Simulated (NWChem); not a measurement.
Everything below was run with NWChem. System: C$_{2}$H$_{6}$Si, charge 0, spin multiplicity 1, at a geometry optimised with PBE/def2-SVP. The structure started from a generated list of species. Level: CCSD(T)/def2-SVPD, 7 core orbitals frozen.

The NWChem input:

```
start mol
memory heap 100 mb stack 700 mb global 1900 mb
geometry units angstroms nocenter noautoz
  Si     0.000000     0.000000    -0.759949
  C     -1.340333    -0.546610     0.501585
  H     -2.356413    -0.628839     0.066060
  H     -1.379642     0.054214     1.436019
  H     -1.039574    -1.579210     0.808052
  C      1.340333     0.546610     0.501585
  H      1.379642    -0.054214     1.436019
  H      1.039574     1.579210     0.808052
  H      2.356413     0.628839     0.066060
  symmetry group C2
end
basis spherical
  * library def2-svpd
end
scf
  rhf
  nopen 0
  maxiter 100
  thresh 1e-7
  semidirect memsize 60000000 filesize 0
end
tce
  freeze core 7
  ccsd(t)
  2eorb
  2emet 13
  thresh 1e-6
  maxiter 100
  tilesize 24
end
task tce energy
```

Output (cleaned and shortened):

```
             Northwest Computational Chemistry Package (NWChem) 7.3.0
             --------------------------------------------------------

                                NWChem Input Module
                                -------------------

 Scaling coordinates for geometry "geometry" by  1.889725989
 (inverse scale =  0.529177249)

 Turning off AUTOSYM since
 SYMMETRY directive was detected!

                             Geometry "geometry" -> ""
                             -------------------------

 Output coordinates in angstroms (scale by  1.889725989 to convert to a.u.)

  No.       Tag          Charge          X              Y              Z
 ---- ---------------- ---------- -------------- -------------- --------------
    1 Si                  14.0000     0.00000000     0.00000000    -0.75994900
    2 C                    6.0000    -1.34033300    -0.54661000     0.50158500
    3 H                    1.0000    -2.35641300    -0.62883900     0.06606000
    4 H                    1.0000    -1.37964200     0.05421400     1.43601900
    5 H                    1.0000    -1.03957400    -1.57921000     0.80805200
    6 C                    6.0000     1.34033300     0.54661000     0.50158500
    7 H                    1.0000     1.37964200    -0.05421400     1.43601900
    8 H                    1.0000     1.03957400     1.57921000     0.80805200
    9 H                    1.0000     2.35641300     0.62883900     0.06606000

 Effective nuclear repulsion energy (a.u.)      96.3740300781

            Nuclear Dipole moment (a.u.)
            ----------------------------
        X                 Y               Z
 ---------------- ---------------- ----------------
    -0.0000000000     0.0000000000    -0.0000075589

      Symmetry information
      --------------------

 Group name             C2
 Group number              4
 Group order               2
 No. of unique centers     5

      Symmetry unique atoms

     1    2    3    4    5


 Summary of "ao basis" -> "" (spherical)
 ------------------------------------------------------------------------------
       Tag                 Description            Shells   Functions and Types
 ---------------- ------------------------------  ------  ---------------------
 *                         def2-svpd                  on all atoms

 Summary of "ao basis" -> "ao basis" (spherical)
 ------------------------------------------------------------------------------
       Tag                 Description            Shells   Functions and Types
 ---------------- ------------------------------  ------  ---------------------
 Si                        def2-svpd                10       24   5s3p2d
 C                         def2-svpd                 8       20   4s2p2d
 H                         def2-svpd                 4        8   2s2p

                                 NWChem SCF Module
                                 -----------------

  ao basis        = "ao basis"
  functions       =   112
  atoms           =     9
  closed shells   =    16
  open shells     =     0
  charge          =   0.00
  wavefunction    = RHF
  use symmetry    = T
  symmetry adapt  = T

 Summary of "ao basis" -> "ao basis" (spherical)
 ------------------------------------------------------------------------------
       Tag                 Description            Shells   Functions and Types
 ---------------- ------------------------------  ------  ---------------------
 Si                        def2-svpd                10       24   5s3p2d
 C                         def2-svpd                 8       20   4s2p2d
 H                         def2-svpd                 4        8   2s2p

      Symmetry analysis of basis
      --------------------------

        a          58
        b          54

 Forming initial guess at       0.0s

      Superposition of Atomic Density Guess
      -------------------------------------

 Sum of atomic energies:        -366.98465838

      Non-variational initial energy
      ------------------------------

 Total energy =    -368.366720
 1-e energy   =    -695.138722
 2-e energy   =     230.397972
 HOMO         =      -0.211620
 LUMO         =      -0.054429

      Symmetry analysis of molecular orbitals - initial
      -------------------------------------------------

  Numbering of irreducible representations:

     1 a           2 b

  Orbital symmetries:

     1 a           2 a           3 b           4 a           5 b
     6 a           7 b           8 a           9 b          10 a
    11 a          12 b          13 b          14 a          15 b
    16 a          17 b          18 a          19 b          20 a
    21 a          22 b          23 a          24 b          25 b
    26 a

 Starting SCF solution at       0.6s

 ----------------------------------------------
         Quadratically convergent ROHF

 Convergence threshold     :          1.000E-07
 Maximum no. of iterations :          100
 Final Fock-matrix accuracy:          1.000E-09
 ----------------------------------------------

              iter       energy          gnorm     gmax       time
             ----- ------------------- --------- --------- --------
                 1     -367.9245003856  6.52D-01  1.48D-01      0.7
                 2     -367.9596366242  2.25D-01  4.70D-02      0.8
                 3     -367.9650089096  8.99D-03  2.87D-03      1.0
                 4     -367.9650253967  5.25D-05  1.12D-05      1.3
                 5     -367.9650253973  7.77D-09  1.43D-09      1.8

       Final RHF  results
       ------------------

         Total SCF energy =   -367.965025397314
[...]
             -----------------

              1
    1  -68.7616
    2  -11.2182
    3  -11.2181
    4   -6.1273
    5   -4.2355
    6   -4.2332
    7   -4.2321
    8   -0.9445
    9   -0.9062
   10   -0.6037
   11   -0.5665
   12   -0.5560
   13   -0.5374
   14   -0.5320
   15   -0.4260
   16   -0.3060
   17    0.0449
   18    0.0956
   19    0.1104
   20    0.1289
   21    0.1729
   22    0.1855
   23    0.1894
   24    0.1953
   25    0.2058
   26    0.2167

                       ROHF Final Molecular Orbital Analysis
                       -------------------------------------

 Vector   14  Occ=2.000000D+00  E=-5.320111D-01  Symmetry=a
              MO Center= -3.1D-14, -3.1D-14,  6.4D-01, r^2= 3.6D+00
   Bfn.  Coefficient  Atom+Function         Bfn.  Coefficient  Atom+Function
  ----- ------------  ---------------      ----- ------------  ---------------
    30      0.273259  2 C  py                74     -0.273259  6 C  py
    61     -0.271165  5 H  s                 97     -0.271165  8 H  s
    33      0.183297  2 C  py                77     -0.183297  6 C  py

 Vector   15  Occ=2.000000D+00  E=-4.260328D-01  Symmetry=b
              MO Center=  1.0D-14, -3.2D-15,  1.7D-01, r^2= 3.0D+00
   Bfn.  Coefficient  Atom+Function         Bfn.  Coefficient  Atom+Function
  ----- ------------  ---------------      ----- ------------  ---------------
    29     -0.248986  2 C  px                73     -0.248986  6 C  px
     9      0.243221  1 Si px                12      0.210862  1 Si px
    32     -0.166936  2 C  px                76     -0.166936  6 C  px
    31      0.162997  2 C  pz                75     -0.162997  6 C  pz

 Vector   16  Occ=2.000000D+00  E=-3.059856D-01  Symmetry=a
              MO Center= -1.9D-14,  1.2D-14, -9.9D-01, r^2= 2.8D+00
   Bfn.  Coefficient  Atom+Function         Bfn.  Coefficient  Atom+Function
  ----- ------------  ---------------      ----- ------------  ---------------
     4      0.393216  1 Si s                  3      0.362394  1 Si s
    11     -0.327392  1 Si pz                14     -0.329027  1 Si pz
     2      0.207128  1 Si s                  8      0.174603  1 Si pz
    31      0.154610  2 C  pz                75      0.154610  6 C  pz

 Vector   17  Occ=0.000000D+00  E= 4.491896D-02  Symmetry=b
              MO Center= -9.7D-14, -5.8D-13, -8.2D-01, r^2= 3.4D+00
   Bfn.  Coefficient  Atom+Function         Bfn.  Coefficient  Atom+Function
  ----- ------------  ---------------      ----- ------------  ---------------
    13      0.630142  1 Si py                12     -0.383673  1 Si px
    10      0.284055  1 Si py                21     -0.173954  1 Si d -1
     7     -0.171647  1 Si py

 Vector   18  Occ=0.000000D+00  E= 9.561316D-02  Symmetry=a
              MO Center= -4.5D-14, -8.6D-14,  4.1D-01, r^2= 1.1D+01
   Bfn.  Coefficient  Atom+Function         Bfn.  Coefficient  Atom+Function
  ----- ------------  ---------------      ----- ------------  ---------------
     4      3.135548  1 Si s                 28     -2.322723  2 C  s
    72     -2.322723  6 C  s                 27     -2.157901  2 C  s
    71     -2.157901  6 C  s                  5     -1.695714  1 Si s
    46      1.443612  3 H  s                106      1.443612  9 H  s
    54      1.348085  4 H  s                 90      1.348085  7 H  s

 Vector   19  Occ=0.000000D+00  E= 1.103543D-01  Symmetry=b
              MO Center=  8.4D-14,  1.1D-14, -1.8D-01, r^2= 1.2D+01
   Bfn.  Coefficient  Atom+Function         Bfn.  Coefficient  Atom+Function
  ----- ------------  ---------------      ----- ------------  ---------------
    28      3.837564  2 C  s                 72     -3.837564  6 C  s
    46     -2.512054  3 H  s                106      2.512054  9 H  s
    27      1.850834  2 C  s                 71     -1.850834  6 C  s
    62     -0.909328  5 H  s                 98      0.909328  8 H  s
    54     -0.810021  4 H  s                 90      0.810021  7 H  s

 center of mass
 --------------
 x =  -0.00000000 y =  -0.00000000 z =  -0.14872486

 moments of inertia (a.u.)
 ------------------
         143.978529113139         -84.735952254102          -0.000000000000
         -84.735952254102         312.969974551419          -0.000000000000
          -0.000000000000          -0.000000000000         261.843458257415

  Mulliken analysis of the total density
  --------------------------------------

    Atom       Charge   Shell Charges
 -----------   ------   -------------------------------------------------------
    1 Si  14    13.45   2.00  1.99  1.17  0.30  0.19  5.93  0.95  0.74  0.15  0.04
    2 C    6     6.47   1.99  0.86  0.18  0.02  2.01  1.36  0.02  0.03
    3 H    1     0.97   0.74  0.13  0.03  0.08
    4 H    1     0.92   0.73  0.08  0.02  0.08
    5 H    1     0.92   0.73  0.09  0.03  0.07
    6 C    6     6.47   1.99  0.86  0.18  0.02  2.01  1.36  0.02  0.03
    7 H    1     0.92   0.73  0.08  0.02  0.08
    8 H    1     0.92   0.73  0.09  0.03  0.07
    9 H    1     0.97   0.74  0.13  0.03  0.08

       Multipole analysis of the density wrt the origin
       ------------------------------------------------

     L   x y z        total         open         nuclear
     -   - - -        -----         ----         -------
     0   0 0 0      0.000000      0.000000     32.000000

     1   1 0 0      0.000000      0.000000     -0.000000
     1   0 1 0     -0.000000      0.000000      0.000000
     1   0 0 1      0.536059      0.000000     -0.000008

     2   2 0 0    -21.302140      0.000000    137.955669
     2   1 1 0     -0.648639      0.000000     53.169938
     2   1 0 1      0.000000      0.000000      0.000000
     2   0 2 0    -19.618001      0.000000     33.460707
     2   0 1 1      0.000000      0.000000      0.000000
     2   0 0 2    -24.782999      0.000000     59.077152

                   NWChem Extensible Many-Electron Theory Module
                   ---------------------------------------------


            General Information
            -------------------
      Number of processors :     1
         Wavefunction type : Restricted Hartree-Fock
          No. of electrons :    32
           Alpha electrons :    16
            Beta electrons :    16
           No. of orbitals :   224
            Alpha orbitals :   112
             Beta orbitals :   112
        Alpha frozen cores :     7
         Beta frozen cores :     7
     Alpha frozen virtuals :     0
      Beta frozen virtuals :     0
         Spin multiplicity : singlet
    Number of AO functions :   112
       Number of AO shells :    50
        Use of symmetry is : on
      Symmetry adaption is : on
         Schwarz screening : 0.10D-09

          Correlation Information
          -----------------------
          Calculation type : Coupled-cluster singles & doubles w/ perturbation
   Perturbative correction : (T)
            Max iterations :      100
        Residual threshold : 0.10D-05
     T(0) DIIS level shift : 0.00D+00
     L(0) DIIS level shift : 0.00D+00
     T(1) DIIS level shift : 0.00D+00
     L(1) DIIS level shift : 0.00D+00
     T(R) DIIS level shift : 0.00D+00
     T(I) DIIS level shift : 0.00D+00
   CC-T/L Amplitude update :  5-th order DIIS
                I/O scheme : Global Array Library
        L-threshold :  0.10D-05
        EOM-threshold :  0.10D-05
 no EOMCCSD initial starts read in
 TCE RESTART OPTIONS
 SLICE:      F
 D4D5:       F
 quantumc:   F
 qrotation:  F
 pwtce:      F
 qducc:      F
 nacto:                         0
 nrotv:                         0
 nrot:                          0

            Memory Information
            ------------------
          Available GA space size is     249024256 doubles
          Available MA space size is     104853508 doubles

 Maximum block size supplied by input
 Maximum block size        24 doubles

 tile_dim =     24

 -------------------------------------------------

 Global array virtual files algorithm will be used

 Parallel file system coherency ......... OK

 4-electron integrals stored in orbital form

 v2    file size   =         11910645
 4-index algorithm nr.  13 is used
 imaxsize =       30
 imaxsize ichop =        0


CCSD iterations
 ---------------------------------------------------------
 Iter          Residuum       Correlation     Cpu    Wall
 ---------------------------------------------------------
    1   0.1613150455422  -0.3957491762370     0.7     0.7
    2   0.0480992955832  -0.4316411076503     0.7     0.7
    3   0.0191047823594  -0.4407933700049     0.7     0.7
    4   0.0089012540850  -0.4435616822347     0.7     0.7
    5   0.0045983298675  -0.4446638525746     0.7     0.7
    6   0.0012653359486  -0.4455464477858     0.7     0.7
    7   0.0006457491007  -0.4455681323511     0.7     0.7
    8   0.0003932934557  -0.4455748905611     0.7     0.7
    9   0.0002460515710  -0.4455814051709     0.7     0.7
   10   0.0001570875722  -0.4455867820733     0.7     0.7
   11   0.0000218039350  -0.4455962034122     0.7     0.7
   12   0.0000090193173  -0.4455973479722     0.7     0.7
   13   0.0000044346839  -0.4455980557533     0.7     0.7
   14   0.0000023350664  -0.4455983576717     0.7     0.7
   15   0.0000013020181  -0.4455984809970     0.7     0.7
   16   0.0000004611748  -0.4455986326870     0.7     0.7
 -----------------------------------------------------------------
 Iterations converged
 CCSD correlation energy / hartree =        -0.445598632687047
 CCSD total energy / hartree       =      -368.410624030000918

 Singles contributions

 Doubles contributions
    17b   (alpha)    17b   (beta ) ---    16a   (alpha)    16a   (beta )       -0.1079671294
 CCSD(T)
 Using plain CCSD(T) code
             total no. of tasks          295
 total no. of tasks / no. procs          295
                         wl_min       327680           8.3
                         wl_max      1382400          10.6
        thresh for no. of tasks          295

 CCSD[T]  correction energy / hartree =        -0.015599975407277
 CCSD[T] correlation energy / hartree =        -0.461198608094324
 CCSD[T] total energy / hartree       =      -368.426224005408187
 CCSD(T)  correction energy / hartree =        -0.015169782776844
 CCSD(T) correlation energy / hartree =        -0.460768415463890
 CCSD(T) total energy / hartree       =      -368.425793812777783

 Task  times  cpu:       47.4s     wall:       47.4s

 Total times  cpu:       47.4s     wall:       47.4s
```
